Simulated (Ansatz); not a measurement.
Cost and result for the atomization energy of CH7InSSi (`[CH3][InH][S][SiH3]`) (11 atoms, 10 bonds).

```xyz
11

C    -2.516   -0.546    1.031
In   -0.760   -0.386   -0.179
S     1.035    0.815    0.890
Si    2.499    0.711   -0.649
H    -3.352   -0.050    0.537
H    -2.342   -0.082    2.001
H    -2.777   -1.596    1.172
H    -0.393   -0.949   -1.759
H     3.716    1.411   -0.164
H     2.035    1.369   -1.899
H     2.855   -0.695   -0.979
```

Total charge 0; spin multiplicity 1. Correlated methods include outer-core shells of In, which these sets cover unevenly. In takes the def2 core potential. The geometry is a stationary point of PBE0-D4/def2-TZVP. It is one conformer, not always the lowest. Program: Ansatz. All runs use 4 threads of an Intel Xeon Platinum 8259CL on a shared host. Times are those of one run each, without the atoms' runs, and a repeat can differ threefold. Electronic energies, without spin–orbit coupling; frozen cores. CCSD(T)/CBS adds CCSD(T) − MP2 in def2-TZVPP to the MP2 limit, and its time is that of the two runs behind it. T1 = 0.013. With those shells the extrapolation isn't a true limit.

CCSD(T)/CBS is a level of theory with its own doubt, some kJ/mol a heavy atom from the limit and from the frozen cores, so smaller differences don't rank the functionals.

| level | functions | wall time |
| --- | --- | --- |
| LDA (SPW92)/def2-TZVPP | 263 | 2.1 s |
| BLYP-D4/def2-TZVPP | 263 | 2.7 s |
| PBE-D4/def2-TZVPP (with forces) | 263 | 3.7 s |
| BHLYP-D4/def2-TZVPP | 263 | 3.9 s |
| CAM-B3LYP-D4/def2-TZVPP | 263 | 4.7 s |
| CCSD(T)/def2-SVP | 111 | 6 s |
| B2PLYP/def2-TZVPP | 263 | 6.5 s |
| PBE-QIDH/def2-TZVPP | 263 | 7 s |
| B97M-V/def2-TZVPP | 263 | 9 s |
| ωB97M-V/def2-TZVPP (with forces) | 263 | 13 s |
| MP2/def2-QZVPP | 489 | 23 s |
| CCSD(T)/def2-TZVPP | 263 | 2.3 min |
| CCSD(T)/CBS(def2) | – | 2.7 min |

**Question.** What atomization energy does each give, and how far from CCSD(T)/CBS? (Best estimate.)

**Answer.** The calculation gave: 
```
                           level  atomization (kcal/mol)  difference from CCSD(T)/CBS  per bond
          LDA (SPW92)/def2-TZVPP                   888.2                         89.1       8.9
              BLYP-D4/def2-TZVPP                   780.5                        -18.6      -1.9
 PBE-D4/def2-TZVPP (with forces)                   792.9                         -6.2      -0.6
             BHLYP-D4/def2-TZVPP                   780.8                        -18.3      -1.8
         CAM-B3LYP-D4/def2-TZVPP                   793.8                         -5.3      -0.5
                CCSD(T)/def2-SVP                   744.0                        -55.1      -5.5
               B2PLYP/def2-TZVPP                   781.1                        -18.0      -1.8
             PBE-QIDH/def2-TZVPP                   789.3                         -9.8      -1.0
               B97M-V/def2-TZVPP                   802.1                          3.0       0.3
ωB97M-V/def2-TZVPP (with forces)                   798.6                         -0.5      -0.1
                  MP2/def2-QZVPP                   789.0                        -10.1      -1.0
              CCSD(T)/def2-TZVPP                   778.6                        -20.5      -2.1
               CCSD(T)/CBS(def2)                   799.1                          0.0       0.0
```

From r2SCAN to r2SCAN0 (25 % exact exchange), in def2-TZVPP and without D4, the atomization energy moves by −6.3 kcal/mol: exact exchange takes away binding that semilocal exchange gives to molecules. In def2-TZVPP, CCSD(T) changes the Hartree–Fock value by +183.9 kcal/mol (the triples alone add +9.9 kcal/mol) and MP2 by +182.1 kcal/mol; breaking electron pairs costs correlation energy, which Hartree–Fock lacks. At CCSD(T), def2-SVP lies −55.1 kcal/mol from the extrapolated value and def2-TZVPP −20.5 kcal/mol: correlation converges slowly with the basis, and small sets miss more of it in the bonded molecule than in its fragments.

Spin–orbit coupling would lower the free In atoms strongly, and the atomization energy with them, by more than many differences here.
